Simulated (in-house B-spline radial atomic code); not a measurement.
# RPA and G0W0 on PBE0: Zr V (Zr4+)

Configuration [Ar] 3d10 4s2 4p6, mean-field start PBE0. Computed with a B-spline radial code for spherical atoms: all electrons, scalar-relativistic (spin-free one-electron X2C), finite nucleus, each spin shell either full or empty, empty states to l = 9 with an (l + 1/2)⁻⁴ tail; G0W0 by contour deformation at full frequency.

Command:
```bash
python run_gw.py task.json out
```
Settings (radii: box in bohr, nucleus in fm):
```
Z                        40
electrons                36
configuration            [Ar] 3d10 4s2 4p6
hamiltonian              x2c
method                   pbe0
lmax                     9
rms_radius               4.2694
spin_polarised           False
box_radius               11.96
intervals                68
```

Run time, properties included: 2.7 s on 1 thread of Arm Neoverse V1, with other jobs on the host.

Energies (hartree):

| term | value |
| --- | --- |
| mean-field total | -3595.11904 |
| Hartree-Fock functional on these orbitals | -3593.52210 |
| direct second order | -3.0091 |
| second-order exchange | 0.86424 |
| SOSEX correction | 0.80779 |

(1) What is the RPA correlation energy, and what remains with SOSEX?

Quasi-particle levels (eV):

```json
{"level": "4p", "occupied": "yes", "mean field": "-75.09", "Σx - vxc": "-5.38", "Σc": "?", "QP weight": "?", "G0W0": "?"}
{"level": "3d", "occupied": "yes", "mean field": "-224.45", "Σx - vxc": "-19.31", "Σc": "6.91", "QP weight": "0.905", "G0W0": "-236.86"}
{"level": "4d", "occupied": "no", "mean field": "-38.77", "Σx - vxc": "6.12", "Σc": "-2.00", "QP weight": "0.970", "G0W0": "-34.64"}
```

G0W0 = mean field + (Σx - vxc) + Σc, with Σc (partial-wave tail included) taken at the quasi-particle energy. Only the outer levels were computed. Levels of low weight are left out.

(2) Where does G0W0 put 4p?

Results:

(1) RPA gives -2.677 hartree (-2.02 eV per electron); RPA + SOSEX gives -1.8692, and the second-order doubles -2.1449 hartree (no singles). SOSEX takes back 30 % of the RPA value.

(2) At -81.11 eV, with Σc = -0.64 eV and a quasi-particle weight of 0.955. The tabulated removal energy is 80.348 ± 0.007 eV (NIST, semi-empirical); the calculation leaves out spin-orbit coupling, Breit and QED terms, and what these don't explain is the method's own error.
